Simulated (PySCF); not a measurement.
# Basis-set dependence of population analyses: `CC(C)S(=O)(=O)Cl`

Compound: C₃H₇ClO₂S.
Bonds: C1–C2, C2–C3, C2–S4, S4–O5 (double), S4–O6 (double), S4–Cl7. Hydrogens: H8, H9, H10 on C1; H11 on C2; H12, H13, H14 on C3.

PBE0 throughout (PySCF), one geometry, spherical d and f functions. One conformer (not necessarily the lowest) at the PBE0-D3(BJ)/def2-SVP geometry, without solvent, vibrations or thermal averaging. Atoms taken as equivalent share a column and are averaged.

Mulliken charges (e):

| basis | functions | C1/C3 | C2 | S4 | O5/O6 | Cl7 | H8 (×6) | H11 |
| --- | --- | --- | --- | --- | --- | --- | --- | --- |
| pcSseg-0 | 85 | -0.574 | -0.798 | +1.461 | -0.674 | -0.134 | +0.270 | +0.345 |
| cc-pVDZ | 141 | -0.039 | -0.343 | +0.843 | -0.386 | -0.179 | +0.071 | +0.103 |
| def2-SVP | 141 | -0.033 | -0.313 | +0.798 | -0.404 | -0.159 | +0.072 | +0.115 |
| aug-cc-pVDZ | 232 | +0.799 | -0.813 | +1.926 | -0.892 | -0.251 | -0.085 | -0.169 |
| def2-TZVP | 271 | -0.372 | -0.108 | +0.770 | -0.384 | -0.171 | +0.148 | +0.135 |
| cc-pVTZ | 316 | -0.286 | -0.153 | +0.834 | -0.389 | -0.186 | +0.120 | +0.131 |

IAO charges (e):

```csv
basis,functions,C1/C3,C2,S4,O5/O6,Cl7,H8 (×6),H11
pcSseg-0,85,-0.431,-0.273,+1.646,-0.708,-0.291,+0.168,+0.188
cc-pVDZ,141,-0.425,-0.257,+1.889,-0.794,-0.315,+0.159,+0.169
def2-SVP,141,-0.415,-0.256,+1.898,-0.804,-0.304,+0.155,+0.168
aug-cc-pVDZ,232,-0.435,-0.255,+1.909,-0.812,-0.308,+0.162,+0.174
def2-TZVP,271,-0.436,-0.273,+1.986,-0.840,-0.307,+0.162,+0.174
cc-pVTZ,316,-0.438,-0.268,+1.956,-0.828,-0.309,+0.163,+0.174
```

Hirshfeld charges (e):

| basis | functions | C1/C3 | C2 | S4 | O5/O6 | Cl7 | H8 (×6) | H11 |
| --- | --- | --- | --- | --- | --- | --- | --- | --- |
| pcSseg-0 | 85 | -0.108 | +0.001 | +0.626 | -0.303 | -0.125 | +0.045 | +0.051 |
| cc-pVDZ | 141 | -0.112 | -0.011 | +0.521 | -0.263 | -0.097 | +0.046 | +0.061 |
| def2-SVP | 141 | -0.118 | -0.009 | +0.544 | -0.276 | -0.083 | +0.046 | +0.060 |
| aug-cc-pVDZ | 232 | -0.126 | -0.027 | +0.515 | -0.271 | -0.064 | +0.050 | +0.067 |
| def2-TZVP | 271 | -0.121 | -0.021 | +0.490 | -0.264 | -0.061 | +0.049 | +0.067 |
| cc-pVTZ | 316 | -0.121 | -0.020 | +0.502 | -0.265 | -0.072 | +0.049 | +0.066 |

ESP-fitted charges (e):

```json
{"basis": "pcSseg-0", "functions": "85", "C1/C3": "-0.696", "C2": "+0.110", "S4": "+1.222", "O5/O6": "-0.550", "Cl7": "-0.249", "H8 (×6)": "+0.211", "H11": "+0.141"}
{"basis": "cc-pVDZ", "functions": "141", "C1/C3": "-0.551", "C2": "+0.107", "S4": "+0.683", "O5/O6": "-0.362", "Cl7": "-0.138", "H8 (×6)": "+0.171", "H11": "+0.150"}
{"basis": "def2-SVP", "functions": "141", "C1/C3": "-0.533", "C2": "+0.065", "S4": "+0.789", "O5/O6": "-0.403", "Cl7": "-0.132", "H8 (×6)": "+0.166", "H11": "+0.153"}
{"basis": "aug-cc-pVDZ", "functions": "232", "C1/C3": "-0.611", "C2": "+0.118", "S4": "+0.616", "O5/O6": "-0.357", "Cl7": "-0.099", "H8 (×6)": "+0.189", "H11": "+0.169"}
{"basis": "def2-TZVP", "functions": "271", "C1/C3": "-0.631", "C2": "+0.157", "S4": "+0.596", "O5/O6": "-0.352", "Cl7": "-0.089", "H8 (×6)": "+0.191", "H11": "+0.158"}
{"basis": "cc-pVTZ", "functions": "316", "C1/C3": "-0.609", "C2": "+0.134", "S4": "+0.595", "O5/O6": "-0.348", "Cl7": "-0.096", "H8 (×6)": "+0.187", "H11": "+0.162"}
```

Some averages cover members that differ in this geometry, most widely: H8 (×6), ESP-fitted in pcSseg-0 +0.190 to +0.235; H8 (×6), Mulliken in def2-TZVP +0.133 to +0.168; H8 (×6), ESP-fitted in def2-SVP +0.151 to +0.186; H8 (×6), ESP-fitted in aug-cc-pVDZ +0.176 to +0.204 e.

Task: Which scheme is steadiest as the basis changes?

Result: Largest range over the bases for any column: Hirshfeld 0.14 e, IAO 0.34 e, ESP-fitted 0.63 e, Mulliken 1.37 e. Hirshfeld charges move least and Mulliken charges most, counted in e.

Task: How much do the charges still move between the two largest bases, def2-TZVP and cc-pVTZ?

Result: At most, over all atoms: Mulliken 0.086 e, IAO 0.030 e, Hirshfeld 0.012 e, ESP-fitted 0.023 e.

Task: What do the same runs give for the total energy, the frontier levels and the dipole moment?

Result: 
```csv
basis,energy (Eh),HOMO (eV),LUMO (eV),μ (D)
pcSseg-0,-1124.9572,-9.16,-2.45,5.08
cc-pVDZ,-1126.7444,-8.81,-1.59,4.29
def2-SVP,-1126.2605,-8.86,-1.57,4.27
aug-cc-pVDZ,-1126.7801,-9.02,-1.91,4.44
def2-TZVP,-1126.9175,-9.04,-1.68,4.31
cc-pVTZ,-1126.9012,-9.00,-1.68,4.32
```

The dipole is fixed by the density alone, so its range of 0.81 D shows that the density itself changes with the basis, not only its division among atoms.
